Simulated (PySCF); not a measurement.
## Atomic charges by several schemes

C8H6N2.
Geometry (GFN2-xTB, Å), atoms numbered from 1 in this order:
```
atom  x, y, z in Å
C1    -0.220    3.046    0.426
C2    -0.431    1.875    0.262
C3    -0.714    0.505    0.069
C4    -2.025    0.047    0.004
C5    -2.213   -1.316   -0.193
N6    -1.208   -2.165   -0.316
N7     0.015   -1.748   -0.253
C8     0.310   -0.467   -0.067
C9     1.717   -0.095   -0.007
C10    2.703   -0.976   -0.131
H11   -0.026    4.067    0.568
H12   -2.857    0.729    0.102
H13   -3.200   -1.750   -0.256
H14    1.914    0.958    0.147
H15    2.486   -2.019   -0.284
H16    3.738   -0.682   -0.084
```

Density: PBE0/pcSseg-1 (PySCF); schemes: Mulliken, IAO, Hirshfeld and ESP-fitted. Isolated species at its GFN2-xTB geometry (one conformer only).

**Question.** Give the atomic charges in each scheme.

**Answer.** In e:

```tsv
atom	environment	Mulliken	IAO	Hirshfeld	ESP-fitted
C1	terminal alkyne carbon	-0.365	-0.207	-0.081	-0.312
C2	alkyne carbon	+0.455	-0.032	-0.035	-0.141
C3	substituted aromatic carbon	-0.295	-0.022	+0.013	+0.238
C4	aromatic CH carbon	-0.014	-0.136	-0.026	-0.498
C5	aromatic CH next to a ring nitrogen	+0.130	-0.041	+0.010	+0.431
N6	pyridine-type nitrogen	-0.211	-0.142	-0.103	-0.468
N7	pyridine-type nitrogen	-0.286	-0.158	-0.084	-0.140
C8	substituted aromatic carbon	+0.253	+0.121	+0.062	+0.547
C9	alkene CH carbon	-0.246	-0.163	-0.058	-0.626
C10	terminal =CH2 carbon	-0.050	-0.264	-0.070	-0.045
H11	alkyne hydrogen	+0.053	+0.210	+0.101	+0.291
H12	aromatic hydrogen	+0.090	+0.174	+0.066	+0.238
H13	aromatic hydrogen	+0.107	+0.170	+0.061	+0.038
H14	vinylic hydrogen	+0.121	+0.157	+0.041	+0.251
H15	vinylic hydrogen	+0.139	+0.174	+0.047	+0.062
H16	vinylic hydrogen	+0.120	+0.159	+0.056	+0.134
```

Mean size of the charges over all atoms: ESP-fitted 0.279 e, Mulliken 0.183 e, IAO 0.146 e, Hirshfeld 0.057 e. Each set sums to the total charge, 0, to within 0.001 e. The Hirshfeld scheme weights the molecular density at each point by an atom's share of the summed free-atom densities.

Lowest charge. The schemes don't all agree: Mulliken C1 (-0.365); IAO C10 (-0.264); Hirshfeld N6 (-0.103); ESP-fitted C9 (-0.626).

Highest charge. The schemes don't all agree: Mulliken C2 (+0.455); IAO H11 (+0.210); Hirshfeld H11 (+0.101); ESP-fitted C8 (+0.547).

**Question.** How closely do the schemes follow one another over all atoms?

**Answer.** Correlation coefficient and root-mean-square difference: IAO with Hirshfeld 0.94, 0.102 e; Hirshfeld with ESP-fitted 0.75, 0.288 e; IAO with ESP-fitted 0.67, 0.255 e; Mulliken with IAO 0.59, 0.179 e; Mulliken with Hirshfeld 0.57, 0.190 e; Mulliken with ESP-fitted 0.49, 0.295 e.

**Question.** Sum the charges by element.

**Answer.** 
```
element  atoms  Mulliken     IAO  Hirshfeld  ESP-fitted
      C      8    -0.133  -0.745     -0.185      -0.407
      N      2    -0.497  -0.300     -0.186      -0.607
      H      6    +0.630  +1.045     +0.371      +1.014
```

**Question.** How many electrons does the ESP-fitted scheme count on C1?

**Answer.** Z − q = 6 − (-0.312) = 6.312.
